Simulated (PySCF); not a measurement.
System: difluoro(dimethoxy)silane, C2H6F2O2Si (charge 0, singlet). SMILES: CO[Si](OC)(F)F
Structure (B3LYP-D3(BJ)/def2-TZVP (Ansatz) minimum search):
```xyz
13

Si     0.0752    -0.4662     0.0514
F     -0.2053    -1.5777    -1.0400
F      0.6495    -1.1772     1.3436
O      1.1631     0.5299    -0.6025
C      1.7568     1.6485     0.0505
O     -1.2901     0.2576     0.5157
C     -2.1792     0.9710    -0.3391
H      0.9964     2.3024     0.4848
H      2.3211     2.2058    -0.6952
H      2.4356     1.3178     0.8390
H     -2.6942     0.2863    -1.0158
H     -2.9139     1.4703     0.2901
H     -1.6451     1.7208    -0.9281
```
Charge 0, spin multiplicity 1.

Dispersion corrections to the total energy (kcal/mol) from the dftd3 and dftd4 libraries through PySCF: D3(BJ) without and D4 with the three-body term, each with the damping fitted for the functional named.

| functional | D3(BJ) | D4 |
|---|---|---|
| B2GP-PLYP | -3.78 | … |
| HSE06 | -3.96 | … |
| TPSSh | -6.83 | -8.00 |
| PW6B95 | -3.03 | -5.55 |
| B3LYP | -10.11 | -10.38 |
| BLYP | … | -14.25 |
| revPBE | -14.54 | -20.35 |

Q: Fill in the missing entries.

A: 
- B2GP-PLYP, D4: -2.77
- HSE06, D4: -5.12
- BLYP, D3(BJ): -12.34
